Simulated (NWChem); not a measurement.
# BeCl, doublet; SMILES [Be][Cl]

```xyz
2

Be     0.0000     0.0000    -1.4690
Cl     0.0000     0.0000     0.3691
```
Atoms are numbered in this order, from 1.

Results from NWChem. Pople sets run with spherical d functions. Spin-unrestricted. All runs use the structure optimised with PBE0/def2-SVP, spin-unrestricted. The spin multiplicity was typed, not searched, and may not be the lowest. No stability test was run on the SCF state. Vzz is the largest principal value of the second derivative of the potential at the nucleus (NWChem prints the opposite sign); η is the asymmetry. Non-relativistic.

```
level               Vzz Be1 (a.u.)  η Be1  Vzz Cl2 (a.u.)  η Cl2  relative time
------------------  --------------  -----  --------------  -----  -------------
CAM-B3LYP/6-31G*            -0.146   0.00           0.946   0.00              1
CAM-B3LYP/def2-SVP          -0.121   0.00           0.868   0.00              1
UHF/cc-pVTZ                 -0.172   0.00           0.798   0.00              5
```

Times are rough ratios from one shared machine.
